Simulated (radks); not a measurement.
The mean radii <r> (bohr) of the occupied orbitals of an atom or ion are listed with their occupations. All-electron calculation, scalar-relativistic Kohn-Sham, Slater X-alpha with alpha = 0.73, spin-unpolarised, spherical densities, finite nucleus; Fermi nuclear charge, rms radius of each element as measured or else 0.836 A^(1/3) + 0.57 fm. Program: a radial shooting solver on a logarithmic mesh with Libxc functionals.

| orbital | occ. | <r> |
|---|---|---|
| 1s | 2 | 0.09107 |
| 2s | 2 | 0.4428 |
| 2p | 6 | 0.4035 |
| 3s | 2 | 1.346 |
| 3p | 1 | 1.436 |

Name the element and its charge.

Answer. Z = 17, chlorine, charge +4: Cl4+ in [Ne] 3s2 3p1. The 1s radius gives Z: for a bare nucleus <r> = (2 gamma + 1)/(2Z) with gamma = sqrt(1 - (Z/c)^2), 0.08778 bohr for Z = 17, and screening makes it slightly larger (0.09107 here). The occupations add up to 13, and the charge is Z minus that.
